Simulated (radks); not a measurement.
Initial-state core-level shifts of the platinum ion Pt2+ when its valence configuration changes from [Xe] 4f14 5d8. Calculated with a radial shooting solver on a logarithmic mesh with Libxc functionals: Dirac Kohn-Sham, PBE, spin-unpolarised, spherical densities, point nucleus; open shells fill j = l - 1/2 first. Shifts are changes of the shell-averaged eigenvalues in eV (positive: less bound).

valence                2s       2p       3d       5p
4f13.5 5d8 6s0.5   -8.317   -8.232   -9.157   -3.298
4f13 5d8 6p1      -18.124  -17.946  -19.837   -7.880
4f11 5d10 6p1     -46.124  -45.570  -51.619  -14.597
4f13 5d8.5 6p0.5  -15.559  -15.386  -17.282   -5.593
4f12.5 5d9 6s0.5  -21.711  -21.450  -24.335   -6.647
4f13 5d8 6s1      -16.918  -16.743  -18.621   -6.678
4f14 5d7 6s1       -3.698   -3.692   -3.672   -3.222
4f13 5d8.5 6s0.5  -14.949  -14.777  -16.667   -4.982
4f13.5 5d7 6s1.5  -12.223  -12.131  -13.029   -6.650
